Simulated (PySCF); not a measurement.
## TeO⁺: energy against distance

Set-up: Te cc-pVDZ-PP with ECP28, O cc-pVDZ; scalar-relativistic core potentials (PySCF 2.14). Energies in eV from Te⁺ + O in their ground configurations at the same level. State: ²Π (doublet), unpaired electrons π ↑.

All columns are LDA. A positive dipole points towards O; it is taken about the centre of mass and depends on that origin.

```json
{"R (Å)": "1.550", "E (eV)": "-2.761", "μ (D)": "-2.10", "Mulliken charge on Te (basis-dependent)": "1.22", "HOMO (eV)": "-12.46", "LUMO (eV)": "-12.64", "Mayer bond order": "2.31", "⟨S²⟩": "0.75"}
{"R (Å)": "1.622", "E (eV)": "-3.945", "μ (D)": "-2.20", "Mulliken charge on Te (basis-dependent)": "1.21", "HOMO (eV)": "-12.63", "LUMO (eV)": "-12.81", "Mayer bond order": "2.32", "⟨S²⟩": "0.75"}
{"R (Å)": "1.694", "E (eV)": "-4.604", "μ (D)": "-2.26", "Mulliken charge on Te (basis-dependent)": "1.20", "HOMO (eV)": "-12.79", "LUMO (eV)": "-12.98", "Mayer bond order": "2.32", "⟨S²⟩": "0.75"}
{"R (Å)": "1.748", "E (eV)": "-4.848", "μ (D)": "-2.29", "Mulliken charge on Te (basis-dependent)": "1.19", "HOMO (eV)": "-12.90", "LUMO (eV)": "-13.09", "Mayer bond order": "2.32", "⟨S²⟩": "0.75"}
{"R (Å)": "1.802", "E (eV)": "-4.932", "μ (D)": "-2.31", "Mulliken charge on Te (basis-dependent)": "1.18", "HOMO (eV)": "-13.01", "LUMO (eV)": "-13.19", "Mayer bond order": "2.33", "⟨S²⟩": "0.75"}
{"R (Å)": "1.856", "E (eV)": "-4.894", "μ (D)": "-2.31", "Mulliken charge on Te (basis-dependent)": "1.17", "HOMO (eV)": "-13.10", "LUMO (eV)": "-13.29", "Mayer bond order": "2.34", "⟨S²⟩": "0.75"}
{"R (Å)": "1.928", "E (eV)": "-4.707", "μ (D)": "-2.29", "Mulliken charge on Te (basis-dependent)": "1.15", "HOMO (eV)": "-13.22", "LUMO (eV)": "-13.42", "Mayer bond order": "2.34", "⟨S²⟩": "0.75"}
{"R (Å)": "2.018", "E (eV)": "-4.324", "μ (D)": "-2.23", "Mulliken charge on Te (basis-dependent)": "1.13", "HOMO (eV)": "-13.36", "LUMO (eV)": "-13.55", "Mayer bond order": "2.35", "⟨S²⟩": "0.76"}
{"R (Å)": "2.126", "E (eV)": "-3.753", "μ (D)": "-2.05", "Mulliken charge on Te (basis-dependent)": "1.09", "HOMO (eV)": "-13.48", "LUMO (eV)": "-13.65", "Mayer bond order": "2.28", "⟨S²⟩": "0.86"}
{"R (Å)": "2.271", "E (eV)": "-2.976", "μ (D)": "-1.65", "Mulliken charge on Te (basis-dependent)": "1.03", "HOMO (eV)": "-13.52", "LUMO (eV)": "-13.59", "Mayer bond order": "2.03", "⟨S²⟩": "1.15"}
```

A fit through these points gives, at Re = 1.810 Å, μ = -2.31 D and dμ/dR = -0.115 D/Å; the reduced mass is 14.24 u.

Question: How strong is the fundamental in the double-harmonic approximation, I = 42.26·(dμ/dR)²/μred km/mol?

Answer: I = 42.26·(-0.115)²/14.24 = 0.0392 km/mol at LDA.

⟨S²⟩ of the unrestricted solution departs from its pure value on part of the curve, where spin states mix. These are scalar-relativistic numbers at best; spin–orbit coupling would shift them, the dissociation energy most. For an ion De counts to the pair picked by the measured ionisation energies or electron affinities, which need not be the lowest pair at this level. Counting both spins, an empty level lies below a filled one in this solution, because spin and occupation are held. The state was picked by a PBE0 search and need not be the measured ground state.
